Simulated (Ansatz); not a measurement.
C$_{3}$H$_{6}$BFO (SMILES C=CCB(O)F), singlet, geometry from GFN2-xTB; PBE/def2-TZVPD run with Ansatz (a program for electronic structure).

Ansatz was given this input:
Ansatz 0.2 input:
```yaml
crystal:
  periodic: [false, false, false]
  atoms:
    - {symbol: B, position_ang: [0.50528493, 0.54842845, 0.65109348]}
    - {symbol: C, position_ang: [0.32856187, -0.96295148, 0.14320410]}
    - {symbol: C, position_ang: [-0.95648485, -1.15399841, -0.59908460]}
    - {symbol: C, position_ang: [-1.11271739, -0.92881899, -1.89262028]}
    - {symbol: H, position_ang: [0.38879087, -1.65388030, 0.98362830]}
    - {symbol: H, position_ang: [1.17070886, -1.18698396, -0.51686501]}
    - {symbol: H, position_ang: [-1.80667452, -1.44362052, 0.00444324]}
    - {symbol: H, position_ang: [-0.28560035, -0.63921292, -2.52133551]}
    - {symbol: H, position_ang: [-2.06359734, -1.04824037, -2.38292164]}
    - {symbol: F, position_ang: [1.31324062, 0.79773186, 1.67891622]}
    - {symbol: O, position_ang: [-0.08062865, 1.61108097, 0.10019940]}
    - {symbol: H, position_ang: [-0.66034638, 1.43617476, -0.64325325]}
basis:
  gaussian:
    orbitals: def2-TZVPD
hamiltonian:
  xc: pbe
```

The log (banner, timings and long lists left out):

```
Functional definition: PBE
1374 factors; their error is unknown
mean field evaluation 1: about -8628.5000 eV, gradient 9.1e1 eV
mean field evaluation 2: about -8595.2254 eV, gradient 1.5e2 eV
mean field evaluation 4: about -8644.7447 eV, gradient 1.5e1 eV
mean field evaluation 8: about -8645.1299 eV, gradient 1.8e-1 eV
mean field evaluation 16: about -8645.0797 eV, gradient 1.5e-3 eV
mean field -8645.07967774 eV, -317.7008183114 hartree, gradient 7.3e-5 eV, S^2 0.000000; 0 other end points of the search recorded, 0 dependent functions left out
reference -8645.07973966 eV, -317.7008205871 hartree; 23, 23 occupied and 259, 259 virtual orbitals, 1374 factors
Total energy: -8645.07973966 eV, -317.7008205871 hartree
```
